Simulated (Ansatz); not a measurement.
Potential energy surface of H₂F (cation, charge +1), singlet: symmetric bend, bond length relaxed. Scanned: H-F-H angle. Other coordinates (F-H bond length) were minimised at PBE0/def2-TZVP.

The free coordinates were minimised at PBE0/def2-TZVP in PySCF; the energy column is full CI/cc-pVDZ, frozen core (Ansatz, a program for electronic structure), in kJ/mol.

```json
[
 {"a / °": "180", "F-H bond length / Å": "0.962", "E": "77.3"},
 {"a / °": "170.01", "F-H bond length / Å": "0.962", "E": "73.5"},
 {"a / °": "163.35", "F-H bond length / Å": "0.962", "E": "67.2"},
 {"a / °": "156.89", "F-H bond length / Å": "0.962", "E": "58.7"},
 {"a / °": "147.78", "F-H bond length / Å": "0.962", "E": "44.3"},
 {"a / °": "141.66", "F-H bond length / Å": "0.962", "E": "33.9"},
 {"a / °": "130.94", "F-H bond length / Å": "0.963", "E": "16.8"},
 {"a / °": "123.07", "F-H bond length / Å": "0.963", "E": "6.9"},
 {"a / °": "116.28", "F-H bond length / Å": "0.964", "E": "1.4"},
 {"a / °": "108.02", "F-H bond length / Å": "0.966", "E": "0.0"},
 {"a / °": "98.79", "F-H bond length / Å": "0.970", "E": "7.0"},
 {"a / °": "92.58", "F-H bond length / Å": "0.973", "E": "17.8"},
 {"a / °": "84.52", "F-H bond length / Å": "0.979", "E": "40.4"},
 {"a / °": "77.22", "F-H bond length / Å": "0.986", "E": "70.0"},
 {"a / °": "66.22", "F-H bond length / Å": "1.001", "E": "133.0"},
 {"a / °": "60", "F-H bond length / Å": "1.014", "E": "179.8"}
]
```
